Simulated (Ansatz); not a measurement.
`CB[S][GeH3]`, charge 0, multiplicity 1.

Problem. Give a relaxed structure at PBE0-D4/def2-TZVP (Ansatz). (Estimate.)

Solution. Computed: 
Z-matrix (Å, degrees):
```
C
B 1 1.558
H 1 1.096 2 109.5
H 1 1.091 2 115.0 3 -122.7
H 1 1.097 2 109.4 3 114.9
S 2 1.787 1 120.3 3 123.0
H 2 1.200 1 120.7 3 -57.1
Ge 6 2.235 2 100.6 1 180.0
H 8 1.534 6 109.3 2 -59.8
H 8 1.534 6 109.3 2 61.3
H 8 1.535 6 106.5 2 -179.3
```
Point group Cs.
This is one stationary point; other conformers may exist.
